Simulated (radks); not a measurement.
Neutral rhodium inside a hard spherical wall (all orbitals vanish at R), configuration held at [Kr] 4d8 5s1 and not refilled when levels cross. All-electron calculation, scalar-relativistic Kohn-Sham, PBE, spin-unpolarised, spherical densities, finite nucleus; Fermi nuclear charge, rms radius 4.4945 fm. Program: a radial shooting solver on a logarithmic mesh with Libxc functionals. Eigenvalues in eV, with the zero of energy where the potential of the charges vanishes at infinity; a dash marks a level that is unbound or too diffuse for the functional's potential to be trusted. A positive occupied level is held by the wall or, in an anion where self-interaction has pushed it up, behind a barrier. The pressure on the wall is -dE/dV.

| R (bohr) | E (hartree) | kinetic (hartree) | e(4s) | e(4p) | e(4d) | e(5s) | e(5p, empty) | e(6s, empty) | pressure (GPa) |
|---|---|---|---|---|---|---|---|---|---|
| free | -4784.03087 | 4954.422 | -82.491 | -50.421 | -5.940 | -4.300 | -0.851 | - | 0 |
| 20 | -4784.03087 | 4954.422 | -82.491 | -50.421 | -5.940 | -4.300 | -0.850 | - | < 0.0001 |
| 10 | -4784.03049 | 4954.426 | -82.460 | -50.389 | -5.910 | -4.268 | -0.633 | 2.050 | 0.00964 |
| 8 | -4784.02756 | 4954.448 | -82.311 | -50.241 | -5.768 | -4.106 | -0.139 | 4.709 | 0.131 |
| 7 | -4784.02102 | 4954.488 | -82.075 | -50.006 | -5.548 | -3.830 | 0.479 | 7.545 | 0.517 |
| 6 | -4784.00074 | 4954.598 | -81.530 | -49.466 | -5.048 | -3.149 | 1.743 | 12.721 | 2.24 |
| 3.5 | -4783.29202 | 4957.552 | -73.276 | -41.521 | 2.626 | 10.150 | 20.239 | 70.184 | 212 |
| 3 | -4782.39873 | 4960.988 | -67.248 | -35.758 | 8.792 | 22.854 | 36.135 | 111.78 | 713 |
| 2.5 | -4780.00309 | 4970.029 | -56.143 | -24.847 | 21.354 | 51.397 | 69.822 | 191.79 | 2940 |
| 2 | -4772.29573 | 4997.772 | -32.315 | 0.072 | 51.192 | 124.55 | 150.69 | 366.02 | 16100 |
| 1.5 | -4741.19488 | 5096.051 | 36.071 | 74.817 | 138.25 | 344.79 | 380.25 | 819.31 | 127000 |
